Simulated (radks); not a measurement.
The terbium ion Tb4+, [Xe] 4f7. All-electron calculation, non-relativistic Kohn-Sham, exchange-only LDA, spin-polarised, spherical densities, point nucleus. Program: a radial shooting solver on a logarithmic mesh with Libxc functionals. Every spin shell is full or empty, so the densities are truly spherical. Functionals are evaluated on that one density, not self-consistently. Rank these orbital-free kinetic functionals by their error against the exact value of the orbitals, and give that value: Thomas-Fermi, von Weizsacker, TF + vW, TF + vW/9, TF + vW/5, LC94, APBEK, revAPBEK, Perdew 92, Thakkar, Pearson, LKT, PG1, DePristo-Kress, Ernzerhof.

Answer. Exact: 11213.6 hartree. From best to worst, with 100 (|E| - |E exact|)/|E exact| (equal figures are ties): LC94 -0.01, APBEK +0.02, revAPBEK +0.18, DePristo-Kress -0.21, Ernzerhof -0.50, Perdew 92 -0.73, TF + vW/9 -0.74, Thakkar -0.74, Pearson -0.92, TF + vW/5 +2.65, Thomas-Fermi -4.97, PG1 +13.49, LKT +17.26, TF + vW +33.12, von Weizsacker -61.91.
